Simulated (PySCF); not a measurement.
Si(F)(Br)(Me)(OH) (CH₄BrFOSi), SMILES C[Si](O)(F)Br.

Geometry optimised at PBE-D3(BJ)/def2-SVP. The values are those of a single conformer.

Level of theory: SMD-ωB97X/6-31G* in PySCF.

Solvation free energies are E(SMD) − E(gas) at the gas-phase geometry, for 1 M in both phases. Bromine has the revised SMD18 radius of 2.60 Å. In vacuum the dipole moment is 1.20 D.

```csv
solvent,ΔG(solv) (kcal/mol),its non-electrostatic (CDS) part,dipole (D)
water,-5.7,2.5,1.42
ethanol,-8.4,-0.9,1.43
toluene,(withheld),(withheld),(withheld)
```

Problem. Complete the blanks. (The exact figures need the calculation; the answer reports its results.)

Solution. 
- toluene, ΔG(solv) (kcal/mol): -4.8
- toluene, its non-electrostatic (CDS) part: -2.4
- toluene, dipole (D): 1.37
